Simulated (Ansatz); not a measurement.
Cost and result up the ladder for Pd20 (started as a model of: Pd20 tetrahedron) (20 atoms). Charge 0, multiplicity 1. Geometry: PBE-D4/def2-SVP.

Cartesian coordinates in Å:
```
Pd -3.442 -0.946 -3.163
Pd -0.874 -1.140 -2.796
Pd 1.673 -1.298 -2.325
Pd 4.208 -1.413 -1.743
Pd -2.729 -1.464 -0.698
Pd -0.044 -1.714 -0.326
Pd 2.609 -1.769 0.293
Pd -1.830 -2.004 1.645
Pd 0.874 -2.165 2.141
Pd -0.890 -2.338 4.063
Pd -2.372 1.035 -1.833
Pd 0.332 0.847 -1.480
Pd 2.979 0.716 -0.850
Pd -1.537 0.512 0.644
Pd 1.247 0.353 1.161
Pd -0.573 0.058 3.095
Pd -1.113 2.903 -0.608
Pd 1.601 2.746 -0.091
Pd -0.238 2.393 2.018
Pd 0.119 4.688 0.850
```

Ansatz on 4 threads of AMD EPYC 7R13 on a shared host and a share (37 GiB) of an NVIDIA H100 80GB HBM3. Times are rough, and most runs start from the orbitals of an earlier one. No level here is sound enough to serve as a yardstick. Binding counts from free atoms at the same level (Pd singlet; other spins of the atoms weren't run), without zero-point energy or a counterpoise term.

In the def2 sets Pd takes a core potential; there is no spin–orbit coupling. Single mean-field runs in def2-SVP, def2-TZVP are fitted with def2-universal-jkfit. No other spin state of charge 0 was run.

Run but left out: HF/def2-TZVP (restricted singlet, unstable in another Hartree–Fock run and untested here); MP2/def2-SVP (restricted singlet, unstable towards broken spin symmetry).

| level | functions | wall time |
| --- | --- | --- |
| PBE-D4/def2-SVP | 620 | 16 s |
| PBE-D4/def2-TZVP (with forces) | 800 | 23 s |
| r2SCAN-D4/def2-TZVP | 800 | 28 s |
| PBE0-D4/def2-SVP | 620 | 42 s |
| PBE0-D4/def2-TZVP | 800 | 42 s |

Estimate what each level gives for the binding energy per atom (eV).


```
                         level  binding energy per atom (eV)                        remarks
               PBE-D4/def2-SVP                          2.69  restricted SCF unstable in HF
PBE-D4/def2-TZVP (with forces)                          2.74  restricted SCF unstable in HF
           r2SCAN-D4/def2-TZVP                          2.84  restricted SCF unstable in HF
              PBE0-D4/def2-SVP                          1.95  restricted SCF unstable in HF
             PBE0-D4/def2-TZVP                          1.98  restricted SCF unstable in HF
```
